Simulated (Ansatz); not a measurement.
`COBC=O` + `OF` → `COBO` + `O=CF`  (formal exchange of groups at a B–C bond)

Gas-phase electronic energies from Ansatz, PBE0-D4/def2-TZVP geometries. CCSD(T)/CBS is the MP2 limit (def2-TZVPP, def2-QZVPP) plus CCSD(T) − MP2 in def2-TZVPP, frozen cores. This one scheme is used for every species. Functionals use def2-TZVPP. HSE06 is defined as in plane-wave codes. One conformer a species, not always the lowest.

`COBC=O`:

Cartesian coordinates in Å:
```
C -0.143 1.684 0.452
O 0.202 0.532 -0.294
B -0.106 -0.706 0.104
C 0.363 -1.888 -0.865
O 0.147 -3.053 -0.623
H -0.772 2.326 -0.167
H -0.676 1.417 1.367
H 0.772 2.224 0.703
H -0.697 -0.920 1.125
H 0.909 -1.618 -1.801
```

`OF`:

Cartesian coordinates in Å:
```
O 0.208 0.409 0.257
F -0.920 0.009 -0.482
H 0.712 -0.418 0.226
```

`COBO`:

Cartesian coordinates in Å:
```
C 0.723 -1.146 0.057
O -0.328 -0.252 0.346
B -0.387 0.984 -0.210
O -1.417 1.809 0.100
H 1.431 -0.716 -0.658
H 0.308 -2.065 -0.361
H 1.253 -1.390 0.980
H 0.449 1.372 -0.975
H -2.032 1.404 0.720
```

`O=CF`:

Cartesian coordinates in Å:
```
O -0.300 1.149 0.327
C -0.068 0.035 0.035
F 1.085 -0.343 -0.523
H -0.716 -0.841 0.160
```

Question: Is it downhill or uphill in electronic energy at CCSD(T)/CBS, and by how much? (Estimate.)

Answer: Ansatz gave: Downhill: ΔE = -567.3 kJ/mol.

Question: What do these levels give: LDA (SPW92), CAM-B3LYP-D4, PBE0, HSE06, CCSD(T)/def2-TZVPP, CCSD/CBS(def2)? (Estimate.)

Answer: Computed: LDA (SPW92) -582.2, CAM-B3LYP-D4 -571.5, PBE0 -568.0, HSE06 -567.9, CCSD(T)/def2-TZVPP -565.1, CCSD/CBS(def2) -573.1 kJ/mol.

Largest T1 diagnostic among the species: 0.016.

From BLYP to BHLYP (50 % exact exchange), in def2-TZVPP and without D4, ΔE moves by −43.0 kJ/mol. Leaving LDA and LC-ωPBE aside and taking each functional with its dispersion term where it has one, the values, not all of them listed here, spread over 52.7 kJ/mol, from PBE-QIDH to revPBE-D4. LDA lies −34.0 kJ/mol from PBE without D4.
